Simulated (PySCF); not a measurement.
H3B3O3, charge -1, doublet, geometry from GFN2-xTB (a state made from the parent by changing its charge; the spin is typed, not shown lowest) (in this run its highest filled SCF level lies above zero, so its values depend strongly on the basis, on diffuse functions most of all), with bond 8-3 at 1.5 times its length; PySCF with PBE/STO-3G.

The PySCF input:
```python
from pyscf import gto, scf, dft

mol = gto.M(
    atom='''
B    -0.607283    1.196853    0.169021
O    -1.403485    0.033823    0.167628
B    -0.695030   -1.156944   -0.090717
O     0.612761   -1.233139   -0.192790
B     1.481705   -0.054017   -0.011057
O     0.703356    1.197032    0.075375
H    -1.202292    2.232206    0.287603
H    -1.700782   -2.641477   -0.248033
H     2.369804    0.003238   -0.829944
''',
    basis='sto-3g',
    charge=-1,
    spin=1,
    verbose=5,
)

mf = dft.UKS(mol)
mf.xc = 'pbe'
mf.kernel()
mo_i, mo_e, stable_i, stable_e = mf.stability(internal=True, external=False, return_status=True, nroots=6, tol=1e-6)
print('internally stable:', stable_i, ' externally stable:', stable_e)
if not stable_i:
    umf = mf.copy()
    umf.scf_summary = {}
    umf.kernel(umf.make_rdm1(mo_i, mf.mo_occ))
```

Q: What does PySCF print? Leave out banner, timings and long lists.

A: 
```
PySCF version 2.14.0

[INPUT] verbose = 5
[INPUT] max_memory = 4000
[INPUT] num. atoms = 9
[INPUT] num. electrons = 43
[INPUT] charge = -1
[INPUT] spin (= nelec alpha-beta = 2S) = 1
[INPUT] symmetry False subgroup None
[INPUT] Mole.unit = angstrom
[INPUT] Symbol           X                Y                Z      unit          X                Y                Z       unit  Magmom
[...]
[INPUT] ---------------- BASIS SET ----------------
[INPUT] l, kappa, [nprim/nctr], expnt,             c_1 c_2 ...
[INPUT] O
[...]
                                23.808861         0.53532814
                                6.4436083         0.44463454
[...]
                                1.1695961         0.39951283
                                0.380389          0.70011547
[...]
                                1.1695961         0.60768372
                                0.380389          0.39195739
[INPUT] H
[...]
                                0.62391373        0.53532814
                                0.1688554         0.44463454
[INPUT] B
[...]
                                8.8873622         0.53532814
                                2.405267          0.44463454
[...]
                                0.5198205         0.39951283
                                0.1690618         0.70011547
[...]
                                0.5198205         0.60768372
                                0.1690618         0.39195739

nuclear repulsion = 196.513456789618
number of shells = 21
number of NR pGTOs = 99
number of NR cGTOs = 33
basis = sto-3g
ecp = {}

******** <class 'pyscf.dft.uks.UKS'> ********
method = UKS
initial guess = minao
damping factor = 0
level_shift factor = 0
DIIS = <class 'pyscf.scf.diis.CDIIS'>
diis_start_cycle = 1
diis_space = 8
diis_damp = 0
SCF conv_tol = 1e-09
SCF conv_tol_grad = None
SCF max_cycles = 50
direct_scf = True
direct_scf_tol = 1e-13
number electrons alpha = 22  beta = 21
XC library pyscf.dft.libxc version 7.1.2
    S. Lehtola, C. Steigemann, M. J. T. Oliveira, and M. A. L. Marques,  SoftwareX 7, 1–5 (2018)
XC functionals = pbe
    J. P. Perdew, K. Burke, and M. Ernzerhof,  Phys. Rev. Lett. 77, 3865 (1996)
    J. P. Perdew, K. Burke, and M. Ernzerhof,  Phys. Rev. Lett. 78, 1396 (1997)
    J. P. Perdew, K. Burke, and M. Ernzerhof,  Phys. Rev. Lett. 77, 3865 (1996)
    J. P. Perdew, K. Burke, and M. Ernzerhof,  Phys. Rev. Lett. 78, 1396 (1997)
radial grids:
    Treutler-Ahlrichs [JCP 102, 346 (1995); DOI:10.1063/1.469408] (M4) radial grids

becke partition: Becke, JCP 88, 2547 (1988); DOI:10.1063/1.454033
pruning grids: <function nwchem_prune>
grids dens level: 3
symmetrized grids: False
atomic radii adjust function: <function treutler_atomic_radii_adjust>
small_rho_cutoff = 0
Set gradient conv threshold to 3.16228e-05
atom B rad-grids = 75, ang-grids = [ 50  50  50  50  50  50  50  50  50  50  50  50  50  50  50  50  50  50
  50  50  50  50  50  86  86  86  86  86  86  86  86  86 266 266 266 266
 266 266 266 302 302 302 302 302 302 302 302 302 302 302 302 302 302 302
 302 302 302 302 266 266 266 266 266 266 266 266 266 266 266 266 266 266
 266 266 266]
atom O rad-grids = 75, ang-grids = [ 50  50  50  50  50  50  50  50  50  50  50  50  50  50  50  50  50  50
  50  50  50  50  50  86  86  86  86  86  86  86  86  86 266 266 266 266
 266 266 266 302 302 302 302 302 302 302 302 302 302 302 302 302 302 302
 302 302 302 302 302 266 266 266 266 266 266 266 266 266 266 266 266 266
 266 266 266]
atom H rad-grids = 50, ang-grids = [ 50  50  50  50  50  50  50  50  50  50  50  50  50  50  50  86  86  86
  86 266 266 266 266 266 302 302 302 302 302 302 302 302 302 302 302 302
 302 266 266 266 266 266 266 266 266 266 266 266 266 266]
tot_boxes 2805, boxes in each direction [13 15  9]
Padding 0 grids
tot grids = 113808
nelec by numeric integration = [20.77630822 20.77630822]
E1 = -793.528908083825  E2 = 298.5409796036043  Ecoul = 337.05991685637025  Exc = -38.518937252765944
init E= -298.474471690603
[...]
converged SCF energy = -297.700791164094  <S^2> = 0.75277692  2S+1 = 2.002775
[...]
    3     ->     4
    4     ->     5
davidson 11 24  |r|= 0.308  e= [0.20757384 0.21258321 0.29615693 0.31133399 0.42540676 0.4653018 ]  max|de|= 0.208  lindep= 0.0689
Old state -> New state
    1     ->     0
    0     ->     1
davidson 12 30  |r|= 0.309  e= [0.18369608 0.2028098  0.29210226 0.31112175 0.41903797 0.45255692]  max|de|= -0.0289  lindep= 0.0867
davidson 13 6  |r|= 0.309  e= [0.18369608 0.2028098  0.29210226 0.31112175 0.41903797 0.45255692]  max|de|= 8.88e-16  lindep= 0.183
davidson 14 12  |r|= 0.291  e= [0.17503011 0.20090482 0.29154285 0.31111121 0.41726331 0.44943868]  max|de|= -0.00867  lindep= 0.109
davidson 15 18  |r|= 0.243  e= [0.15789314 0.19961937 0.29079798 0.3111083  0.4152402  0.44801221]  max|de|= -0.0171  lindep= 0.174
davidson 16 24  |r|= 0.158  e= [0.13866094 0.19915316 0.29013918 0.31110519 0.41377139 0.44717272]  max|de|= -0.0192  lindep= 0.0434
davidson 17 30  |r|= 0.144  e= [0.1375476  0.19914497 0.29012242 0.3111051  0.41349084 0.44663358]  max|de|= -0.00111  lindep= 0.00626
davidson 18 6  |r|= 0.144  e= [0.1375476  0.19914497 0.29012242 0.3111051  0.41349084 0.44663358]  max|de|= -8.33e-16  lindep= 0.133
davidson 19 12  |r|= 0.142  e= [0.1375244  0.19914472 0.29012149 0.3111051  0.41342614 0.4464449 ]  max|de|= -0.000189  lindep= 0.00695
davidson 20 18  |r|= 0.105  e= [0.12720406 0.19902666 0.28986714 0.31110408 0.4126674  0.44601256]  max|de|= -0.0103  lindep= 0.0869
[...]
davidson 21 24  |r|= 0.0644  e= [0.12076905 0.19896587 0.28970147 0.3111034  0.41193288 0.44542382]  max|de|= -0.00644  lindep= 0.0503
davidson 22 29  |r|= 0.0261  e= [0.11852945 0.19894439 0.28962638 0.31110307 0.41149193 0.44503868]  max|de|= -0.00224  lindep= 0.72
davidson 23 6  |r|= 0.0261  e= [0.11852945 0.19894439 0.28962638 0.31110307 0.41149193 0.44503868]  max|de|= -4.83e-14  lindep= 0.751
davidson 24 11  |r|= 0.00857  e= [0.11816556 0.19894089 0.28961269 0.31110301 0.41137698 0.4449409 ]  max|de|= -0.000364  lindep= 0.184
[...]
davidson 25 16  |r|= 0.00752  e= [0.11814098 0.19894063 0.28961139 0.311103   0.41135049 0.4449028 ]  max|de|= -3.81e-05  lindep= 0.215
davidson 26 20  |r|= 0.00368  e= [0.11811651 0.19894037 0.28961017 0.311103   0.41132716 0.44488228]  max|de|= -2.45e-05  lindep= 0.887
[...]
davidson 27 24  |r|= 0.00346  e= [0.11811002 0.1989403  0.28960981 0.311103   0.41131331 0.44485937]  max|de|= -2.29e-05  lindep= 0.845
[...]
davidson 28 27  |r|= 0.0025  e= [0.11810967 0.1989403  0.28960978 0.311103   0.41130964 0.44484742]  max|de|= -1.19e-05  lindep= 0.667
davidson 29 6  |r|= 0.0025  e= [0.11810967 0.1989403  0.28960978 0.311103   0.41130964 0.44484742]  max|de|= -8.88e-16  lindep= 0.766
[...]
davidson 30 8  |r|= 0.00198  e= [0.11810966 0.1989403  0.28960978 0.311103   0.41130869 0.4448424 ]  max|de|= -5.02e-06  lindep= 0.194
davidson 31 9  |r|= 0.00205  e= [0.11810966 0.1989403  0.28960978 0.311103   0.41130864 0.44484192]  max|de|= -4.8e-07  lindep= 0.112
davidson 32 10  |r|= 0.0014  e= [0.11810966 0.1989403  0.28960978 0.311103   0.41130844 0.44483962]  max|de|= -2.3e-06  lindep= 0.626
davidson 33 11  |r|= 0.00142  e= [0.11810966 0.1989403  0.28960978 0.311103   0.41130835 0.4448381 ]  max|de|= -1.52e-06  lindep= 0.811
davidson 34 12  |r|= 0.00153  e= [0.11810966 0.1989403  0.28960978 0.311103   0.41130826 0.44483679]  max|de|= -1.31e-06  lindep= 0.715
davidson 35 13  |r|= 0.00119  e= [0.11810966 0.1989403  0.28960978 0.311103   0.41130821 0.44483558]  max|de|= -1.21e-06  lindep= 0.656
davidson 36 14  |r|= 0.000819  e= [0.11810966 0.1989403  0.28960978 0.311103   0.4113082  0.4448344 ]  max|de|= -1.18e-06  lindep= 0.61
[...]
converged 37 15  |r|= 0.000618  e= [0.11810966 0.1989403  0.28960978 0.311103   0.4113082  0.44483386]  max|de|= -5.37e-07
uhf_internal: lowest eigs of H = [0.11810966 0.1989403  0.28960978 0.311103   0.4113082  0.44483386]
<class 'pyscf.dft.uks.UKS'> wavefunction is stable in the internal stability analysis
internally stable: True  externally stable: None
```
